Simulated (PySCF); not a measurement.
**Relaxation of singlet BI3**

Level of theory: B3LYP/[B def2-SVP, I def2-SVP with ECP28], scalar-relativistic core potentials, density fitting, no spin–orbit coupling, PySCF. A (50,194) grid was used.

A hand-made T-shaped start, of C2v symmetry, held to at least that symmetry:

```xyz
4
charge 0 multiplicity 1, angstrom
B     0.0000    0.0000   -0.7556
I     0.0000    0.0000    1.4244
I     2.1787    0.0000   -0.6795
I    -2.1787    0.0000   -0.6795
```

Optimiser trace:
```tsv
step	E − E(last) (kJ/mol)	largest gradient (Eh/bohr)
0	332.40	0.07003
1	176.16	0.04423
2	70.67	0.02038
3	25.31	0.02284
4	6.56	0.01594
5	1.00	0.00741
6	0.22	0.00469
7	0.01	0.00113
8	0.00	0.00006
```

It ends at D3h with B–I 2.138 Å (×3); I–B–I 120.0° (×3) (after a last refinement on a finer grid). A frequency run shows a minimum.

The relaxation took about 70 core-seconds on a shared host.
